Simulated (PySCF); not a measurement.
OSc, SMILES [O]=[Sc] (connectivity only; charge and spin as stated), neutral, multiplicity 2. Atoms are numbered in the order given.

```xyz
2

Sc     0.0000     0.0000    -0.4598
O      0.0000     0.0000     1.2070
```
Charge 0, spin multiplicity 2.

The structure is a stationary point at PBE-D3(BJ)/def2-TZVPD.

The numbers are results of PySCF with r2SCAN/def2-TZVPD, not measurements.

Mulliken values depend strongly on the basis, most of all with diffuse functions as here. ESP charges are fitted to the potential on shells at 1.4 to 2.0 van der Waals radii. Atomic charges (e):

```json
[
 {"atom": "Sc1", "meta-Löwdin": "0.60", "ESP fit": "___", "Mulliken spin": "1.09"},
 {"atom": "O2", "meta-Löwdin": "-0.60", "ESP fit": "___", "Mulliken spin": "-0.09"}
]
```

Question: Complete the blanks. (The exact figures need the calculation; the answer reports its results.)

Answer: 
- Sc1, ESP fit: 0.51
- O2, ESP fit: -0.51
